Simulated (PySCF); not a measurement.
Computed with PySCF and rigid-rotor harmonic-oscillator thermochemistry at 1 bar. The comparison is the NASA 1993 polynomial table, which mixes measured and estimated data. S°(298 K) at PBE0/def2-TZVP differs from the NASA 1993 table for MgBr2 (-5 J/mol/K); whether the harmonic model or the table's entry is off was not settled. All species are closed-shell singlets. Br: all electrons, no relativistic terms. The harmonic model lacks anharmonicity and excited electronic states, which grow with temperature; levels with a mode under 35 cm⁻¹ are left out. Soft modes under 120 cm⁻¹ make the harmonic entropy rough for MgBr2. The table's entry may be an old estimate for MgBr2 (not checked at source).

Harmonic frequencies at PBE/def2-SVP (cm⁻¹): 102, 102, 189, 510. Point group D∞h; S°(298 K) = 294.3 J/mol/K at this level.

**Question.** Work out Cp and S° of gaseous MgBr2 at 500, 800, 1200, 1600, 2000 K from these, and set them beside the table.

**Answer.** 
```csv
T (K),Cp PBE/def2-SVP,Cp table,S° PBE/def2-SVP,S° table
500,60.7,60.9,325.1,332.0
800,61.7,61.7,353.9,360.9
1200,62.0,62.1,379.0,386.0
1600,62.2,62.2,396.9,403.9
2000,62.2,62.3,410.8,417.7
```
Units J/mol/K.
